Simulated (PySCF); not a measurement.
C₆H₈N₂, SMILES Nc1ccc(N)cc1.

Coordinates come from a PBE0-D3(BJ)/def2-SVP optimisation. One conformer was computed; it need not be the lowest.

Level of theory: PBE0-D3(BJ)/def2-SVP (PySCF).

Frequencies are harmonic and unscaled.

```json
[
 {"mode": "1", "ν (cm⁻¹)": "149", "IR (km/mol)": "8.8", "moving atoms (share of kinetic energy)": "N 51 %, C 31 %, H 18 %"},
 {"mode": "2", "ν (cm⁻¹)": "253", "IR (km/mol)": "38.5", "moving atoms (share of kinetic energy)": "H 97 %"},
 {"mode": "3", "ν (cm⁻¹)": "253", "IR (km/mol)": "0.0", "moving atoms (share of kinetic energy)": "H 96 %"},
 {"mode": "4", "ν (cm⁻¹)": "321", "IR (km/mol)": "2.2", "moving atoms (share of kinetic energy)": "N 49 %, H 26 %, C 25 %"},
 {"mode": "5", "ν (cm⁻¹)": "360", "IR (km/mol)": "0.0", "moving atoms (share of kinetic energy)": "C 69 %, H 18 %, N 12 %"},
 {"mode": "6", "ν (cm⁻¹)": "422", "IR (km/mol)": "1.6", "moving atoms (share of kinetic energy)": "C 72 %, H 28 %"},
 {"mode": "7", "ν (cm⁻¹)": "428", "IR (km/mol)": "0.0", "moving atoms (share of kinetic energy)": "C 49 %, H 31 %, N 20 %"},
 {"mode": "8", "ν (cm⁻¹)": "476", "IR (km/mol)": "0.0", "moving atoms (share of kinetic energy)": "N 50 %, C 41 %, H 9 %"},
 {"mode": "9", "ν (cm⁻¹)": "518", "IR (km/mol)": "198.8", "moving atoms (share of kinetic energy)": "H 54 %, C 44 %"},
 {"mode": "10", "ν (cm⁻¹)": "588", "IR (km/mol)": "524.4", "moving atoms (share of kinetic energy)": "H 65 %, N 25 %, C 10 %"},
 {"mode": "11", "ν (cm⁻¹)": "616", "IR (km/mol)": "0.0", "moving atoms (share of kinetic energy)": "H 72 %, N 22 %"},
 {"mode": "12", "ν (cm⁻¹)": "661", "IR (km/mol)": "0.0", "moving atoms (share of kinetic energy)": "C 90 %"},
 {"mode": "13", "ν (cm⁻¹)": "738", "IR (km/mol)": "0.0", "moving atoms (share of kinetic energy)": "C 74 %, H 23 %"},
 {"mode": "14", "ν (cm⁻¹)": "789", "IR (km/mol)": "2.8", "moving atoms (share of kinetic energy)": "C 41 %, N 37 %, H 22 %"},
 {"mode": "15", "ν (cm⁻¹)": "814", "IR (km/mol)": "0.0", "moving atoms (share of kinetic energy)": "H 78 %, C 22 %"},
 {"mode": "16", "ν (cm⁻¹)": "845", "IR (km/mol)": "76.5", "moving atoms (share of kinetic energy)": "C 49 %, H 48 %"},
 {"mode": "17", "ν (cm⁻¹)": "876", "IR (km/mol)": "0.0", "moving atoms (share of kinetic energy)": "C 75 %, N 14 %, H 11 %"},
 {"mode": "18", "ν (cm⁻¹)": "939", "IR (km/mol)": "0.0", "moving atoms (share of kinetic energy)": "H 70 %, C 29 %"},
 {"mode": "19", "ν (cm⁻¹)": "954", "IR (km/mol)": "0.0", "moving atoms (share of kinetic energy)": "H 74 %, C 26 %"},
 {"mode": "20", "ν (cm⁻¹)": "1023", "IR (km/mol)": "0.7", "moving atoms (share of kinetic energy)": "C 63 %, H 37 %"},
 {"mode": "21", "ν (cm⁻¹)": "1069", "IR (km/mol)": "2.0", "moving atoms (share of kinetic energy)": "H 65 %, C 28 %"},
 {"mode": "22", "ν (cm⁻¹)": "1114", "IR (km/mol)": "0.0", "moving atoms (share of kinetic energy)": "H 82 %, N 11 %"},
 {"mode": "23", "ν (cm⁻¹)": "1147", "IR (km/mol)": "17.5", "moving atoms (share of kinetic energy)": "H 89 %, C 8 %"},
 {"mode": "24", "ν (cm⁻¹)": "1188", "IR (km/mol)": "0.0", "moving atoms (share of kinetic energy)": "H 92 %"},
 {"mode": "25", "ν (cm⁻¹)": "1309", "IR (km/mol)": "83.3", "moving atoms (share of kinetic energy)": "H 45 %, C 44 %, N 10 %"},
 {"mode": "26", "ν (cm⁻¹)": "1338", "IR (km/mol)": "0.0", "moving atoms (share of kinetic energy)": "H 75 %, C 22 %"},
 {"mode": "27", "ν (cm⁻¹)": "1359", "IR (km/mol)": "0.0", "moving atoms (share of kinetic energy)": "C 74 %, N 16 %, H 11 %"},
 {"mode": "28", "ν (cm⁻¹)": "1405", "IR (km/mol)": "39.3", "moving atoms (share of kinetic energy)": "C 89 %, H 10 %"},
 {"mode": "29", "ν (cm⁻¹)": "1503", "IR (km/mol)": "0.6", "moving atoms (share of kinetic energy)": "C 75 %, H 23 %"},
 {"mode": "30", "ν (cm⁻¹)": "1578", "IR (km/mol)": "172.5", "moving atoms (share of kinetic energy)": "C 65 %, H 35 %"},
 {"mode": "31", "ν (cm⁻¹)": "1629", "IR (km/mol)": "0.0", "moving atoms (share of kinetic energy)": "H 85 %, N 11 %"},
 {"mode": "32", "ν (cm⁻¹)": "1639", "IR (km/mol)": "253.7", "moving atoms (share of kinetic energy)": "H 73 %, N 15 %, C 12 %"},
 {"mode": "33", "ν (cm⁻¹)": "1665", "IR (km/mol)": "0.0", "moving atoms (share of kinetic energy)": "C 91 %"},
 {"mode": "34", "ν (cm⁻¹)": "1733", "IR (km/mol)": "0.0", "moving atoms (share of kinetic energy)": "C 91 %"},
 {"mode": "35", "ν (cm⁻¹)": "3185", "IR (km/mol)": "31.1", "moving atoms (share of kinetic energy)": "H 92 %"},
 {"mode": "36", "ν (cm⁻¹)": "3186", "IR (km/mol)": "0.0", "moving atoms (share of kinetic energy)": "H 92 %, C 8 %"},
 {"mode": "37", "ν (cm⁻¹)": "3201", "IR (km/mol)": "24.8", "moving atoms (share of kinetic energy)": "H 91 %, C 9 %"},
 {"mode": "38", "ν (cm⁻¹)": "3204", "IR (km/mol)": "0.0", "moving atoms (share of kinetic energy)": "H 91 %, C 9 %"},
 {"mode": "39", "ν (cm⁻¹)": "3601", "IR (km/mol)": "39.5", "moving atoms (share of kinetic energy)": "H 96 %"},
 {"mode": "40", "ν (cm⁻¹)": "3602", "IR (km/mol)": "0.0", "moving atoms (share of kinetic energy)": "H 96 %"},
 {"mode": "41", "ν (cm⁻¹)": "3706", "IR (km/mol)": "34.3", "moving atoms (share of kinetic energy)": "H 91 %, N 9 %"},
 {"mode": "42", "ν (cm⁻¹)": "3706", "IR (km/mol)": "0.0", "moving atoms (share of kinetic energy)": "H 91 %, N 9 %"}
]
```
